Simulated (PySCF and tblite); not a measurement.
Values are calculated unless marked as measured or tabulated.
Stationary points of C6H9BN (charge -1) at GFN2-xTB, in Å:

Structure A

```
 1 C     2.784   -0.134    0.267
 2 N     1.701   -0.110   -0.664
 3 B     0.276   -0.020   -0.311
 4 C    -0.783   -0.372   -1.327
 5 C    -2.116   -0.245   -1.004
 6 C    -2.535    0.202    0.246
 7 C    -1.607    0.543    1.226
 8 C    -0.246    0.457    1.021
 9 H     2.513    0.462    1.137
10 H     3.705    0.296   -0.166
11 H     3.048   -1.150    0.632
12 H     1.917   -0.611   -1.515
13 H    -0.558   -0.733   -2.338
14 H    -2.891   -0.500   -1.736
15 H    -3.600    0.285    0.461
16 H    -1.997    0.889    2.190
17 H     0.383    0.752    1.869
```

Structure B

```
 1 C     2.634   -0.644   -0.096
 2 N     1.857    0.564   -0.182
 3 B     0.339    0.371   -0.040
 4 C    -0.468   -0.526   -0.939
 5 C    -1.831   -0.639   -0.748
 6 C    -2.494    0.057    0.256
 7 C    -1.803    0.903    1.116
 8 C    -0.439    1.094    1.020
 9 H     2.438   -1.113    0.871
10 H     3.713   -0.422   -0.153
11 H     2.418   -1.404   -0.876
12 H     2.059    1.022   -1.068
13 H    -0.048   -1.116   -1.762
14 H    -2.429   -1.289   -1.396
15 H    -3.571   -0.063    0.370
16 H    -2.383    1.424    1.885
17 H     0.008    1.781    1.743
```

Level: PBE0/pcSseg-1 + D3(BJ) on GFN2-xTB stationary points, with GFN2-xTB thermal terms.

**Question.** Which structure is a saddle point, and along which motion?

**Answer.** B: one imaginary mode (88i cm⁻¹ at GFN2-xTB, mostly on C1, N2, H11), along the rotation about the B3–N2 bond (torsion C4–B3–N2–C1 from -163° to 17°, rising).

**Question.** Give their symmetry and energies above the lowest.

**Answer.** A C1, 0.0 kcal/mol; B C1, 7.6 kcal/mol.

The ion is treated without a counter-ion.
